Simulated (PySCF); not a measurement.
## A small calculation by hand: dipole moment from atomic charges

fluoro(fluorosilyl)silane (F2H4Si2), SMILES F[SiH2][SiH2]F. Atoms are numbered in the order given.

```xyz
8

Si    -1.1316     0.3104     0.4050
F     -1.8943    -0.4089    -0.8461
Si     1.1316    -0.3104     0.4050
F      1.8943     0.4089    -0.8461
H     -1.2933     1.7872     0.2719
H     -1.7754    -0.1458     1.6735
H      1.2933    -1.7872     0.2719
H      1.7754     0.1458     1.6735
```
Charge 0, spin multiplicity 1.

Geometry: r2SCAN-D4/def2-SVP. The values are those of a single conformer.

Charges (e) from CAM-B3LYP/def2-TZVP run with PySCF:

```tsv
atom	Mulliken	IAO
Si1	0.422	0.822
F2	-0.334	-0.546
Si3	0.422	0.822
F4	-0.334	-0.546
H5	-0.040	-0.134
H6	-0.048	-0.141
H7	-0.040	-0.134
H8	-0.048	-0.141
```

The dipole moment of the full density is 2.03 D.

Task: What dipole moment does each set of point charges give, and which comes closer to that of the density?

Result: 
μ = Σ q r, and 1 e Å = 4.8032 D.
Mulliken: Σ q r = (0.000, 0.000, 0.725) e Å, |μ| = 3.48 D.
IAO: Σ q r = (0.000, 0.000, 1.045) e Å, |μ| = 5.02 D.
Mulliken comes closer in size. Point charges leave out the atoms' own dipoles (lone pairs, polarised bonds); fits to the potential absorb them, partitions of the density don't.
